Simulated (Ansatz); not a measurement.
`S[SiH2][SnH2][SH]` + H₂ → `[SH][SnH3]` + `[SiH3]S` at 700 K and 1 bar (hydrogenolysis of the Sn–Si bond).

Program: Ansatz. Geometries: PBE0-D4/def2-TZVP. ΔE: electronic, gas phase. CCSD(T)/CBS is the MP2 limit (def2-TZVPP, def2-QZVPP) plus CCSD(T) − MP2 in def2-TZVPP, frozen cores. This one scheme is used for every species. def2 core potentials past Kr. For Sn outer-core shells are correlated without core-valence functions, which leaves a few kJ/mol of doubt a bond. One conformer a species, not always the lowest.

```json
{"species": "`S[SiH2][SnH2][SH]`", "CCSD(T)/CBS energy (Eh)": "-1302.31121", "H − E (kJ/mol)": "221.4", "S (J/(mol·K))": "534.6"}
{"species": "H₂", "CCSD(T)/CBS energy (Eh)": "-1.17544", "H − E (kJ/mol)": "46.8", "S (J/(mol·K))": "155.3"}
{"species": "`[SH][SnH3]`", "CCSD(T)/CBS energy (Eh)": "-614.20548", "H − E (kJ/mol)": "127.7", "S (J/(mol·K))": "376.2"}
{"species": "`[SiH3]S`", "CCSD(T)/CBS energy (Eh)": "-689.27336", "H − E (kJ/mol)": "135.5", "S (J/(mol·K))": "340.5"}
```

H − E and S are ideal-gas, rigid-rotor, harmonic terms from PBE0-D4/def2-TZVP, for one conformer and one mirror image of each species. For small species the MP2-based limit differs from directly extrapolated CCSD(T) by up to some mEh (0.8 for H₂); such offsets cancel only in part. 1 Eh = 2625.50 kJ/mol, R = 8.31446 J/(mol·K).

**Question.** By hand: ΔE, ΔH, ΔS and ΔG.

**Answer.** ΔE = (-614.20548) + (-689.27336) − (-1302.31121) − (-1.17544) = 0.00781 Eh = 20.5 kJ/mol. Δ(H − E) = 127.7 + 135.5 − 221.4 − 46.8 = -5.0, so ΔH = 15.5 kJ/mol. ΔS = 376.2 + 340.5 − 534.6 − 155.3 = 26.8 J/(mol·K). ΔG = 15.5 − 700 × (26.8)/1000 = -3.3 kJ/mol.

**Question.** By hand: the equilibrium constant, and the temperature at which ΔG would vanish if ΔH and ΔS stayed fixed.

**Answer.** log₁₀ K = −ΔG/(RT ln 10) = 0.2. ΔG = 0 at ΔH/ΔS = 578 K.

TΔS isn't small against ΔH here. The sign of ΔG lies within the doubt. A doubt of 5 kJ/mol in ΔE shifts log₁₀ K by 0.4 here. Other conformers and mirror images would add mixing entropy, several J/(mol·K) or more a flexible species. Modes under 60 cm⁻¹, often nearly free rotors, make the harmonic entropy too high. These are equilibria of isolated gas molecules and say nothing of rates. Largest T1 diagnostic: 0.013 (customary marks: 0.02 for closed shells, 0.045 for open ones).
